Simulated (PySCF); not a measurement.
Computed Raman spectrum (relative Raman activity) of a molecule C₃H₇BN₂. Coordinates come from a PBE-D3(BJ)/def2-SVP optimisation. One conformer was computed; it need not be the lowest. Method: PySCF with PBE-D3(BJ)/def2-SVP. Frequencies are harmonic and unscaled.

```csv
ν (cm⁻¹),relative intensity
216,2.2
477,2.1
594,3.9
609,2.4
690,4.5
709,2.2
836,2.6
859,4.3
1001,3.2
1109,4.2
1154,6.3
1211,3.9
1383,13
1422,5.0
1470,10
1719,15
2906,94
2950,67
3045,67
3135,48
3542,80
3568,100
3646,39
```

Question: Which structure fits?
A) C=C1CNB1N
B) C#CCB(N)N
C) NB1C=CCN1
D) CC#CB(N)N

Answer: A, C=C1CNB1N
